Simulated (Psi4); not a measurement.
H$_{3}$OSi, charge +1, singlet, geometry from GFN2-xTB. Base run: TPSS/STO-3G in Psi4.

Psi4 was given this input:
```
memory 2 GB

molecule {
1 1
O     0.96806077   -0.29274694   -0.01801030
Si   -0.52671752    0.13783196    0.00849571
H     1.90715119   -0.08140312   -0.00537859
H    -0.91460201    1.53346203    0.09340103
H    -1.36299003   -1.03973089   -0.06287995
}

set {
  basis sto-3g
}

energy('tpss')
print_variables()
```

Variants of this job, named by their change:

```csv
change,E (Eh),core-seconds (rough)
base,-361.88292,8
functional = b3lyp5,-361.76118,4
functional = wb97m-v,?,50
functional = m06-2x,-361.85369,7
functional = bhhlyp,?,4
functional = revpbe,-361.77151,5
functional = blyp,?,4
functional = mn15,-360.64317,5
functional = svwn,?,3
functional = cam-b3lyp,-361.79645,5
functional = hf (with energy('scf')),-360.96230,3
functional = tpssh,-361.87676,8
functional = b3lyp,-361.85217,4
```

**Question.** Complete the blanks.

**Answer.** 
- functional = wb97m-v, E (Eh): -361.87356
- functional = bhhlyp, E (Eh): -361.82349
- functional = blyp, E (Eh): -361.79278
- functional = svwn, E (Eh): -360.57339

Totals shift with the method and basis; they matter in differences.
